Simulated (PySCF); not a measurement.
**Electronic structure of Br²⁺ (bromine, charge +2) at the B2PLYP level**

Configuration: [Ar] 3d10 4s2 4p2 4d1, one real determinant (an excited configuration). All numbers are calculated (PySCF 2.14, a scalar-relativistic core potential, in aug-cc-pVQZ-PP with ECP10MDF (7s6p5d3f2g, 89 functions)).

* Total energy, PT2 part included: -414.5683 hartree
* One-electron energy: -704.6502 hartree
* Hartree (Coulomb) energy: 320.0166 hartree
* Exchange-correlation energy: -29.8997 hartree
* PT2 correlation before scaling by 0.27: -0.12931 hartree
* ⟨S²⟩: 3.7513
* ⟨L²⟩: 7.004
* Sum of ⟨r⟩: 20.05 bohr
* Sum of ⟨r²⟩: 30.31 bohr²
* Traceless quadrupole moment −½Σ⟨3z² − r²⟩ along its main axis: -4.23 e·bohr²

| shell | electrons | mean orbital energy (eV) | spread (eV) | rms radius, mean of both spins (bohr) |
| --- | --- | --- | --- | --- |
| 3s α | 1 | -277.52 | 0 | 0.592 |
| 3s β | 1 | -276.99 | 0 | 0.592 |
| 3p α | 3 | -219.55 | 0.208 | 0.611 |
| 3p β | 3 | -218.97 | 0.789 | 0.611 |
| 3d α | 5 | -106.01 | 0.596 | 0.641 |
| 3d β | 5 | -105.53 | 0.709 | 0.641 |
| 4s α | 1 | -50.219 | 0 | 1.68 |
| 4s β | 1 | -45.601 | 0 | 1.68 |
| 4p α | 2 | -34.913 | 0 | 1.92 |
| 4d α | 1 | -15.576 | 0 | 3.20 |

⟨L²⟩ = 7.00 against 12 for a pure F term, so this real determinant mixes terms. Energies and moments cover only the electrons outside the core potential. The outer electron is Rydberg-like, and this basis confines it to a smaller radius and binds it less than a complete one would.

The orbital energies are those of the SCF part of the double hybrid.
